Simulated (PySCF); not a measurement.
HCl.

```xyz
2

Cl     0.0000     0.0000    -0.0712
H      0.0000     0.0000     1.2108
```
Charge 0, spin multiplicity 1.

Geometry: B3LYP-D3(BJ)/def2-TZVP.

All values below come from B3LYP/pcSseg-1 (PySCF). Non-relativistic, no solvent.

Task: Give the absolute GIAO shielding of each atom: isotropic value and principal components (ppm). (The exact figures need the calculation; the answer reports its results.)

Result: 
```tsv
atom	σ(iso)	σ11	σ22	σ33	span
Cl1	933.3	825.3	825.3	1149.4	324.1
H2	30.9	24.0	24.0	44.8	20.8
```
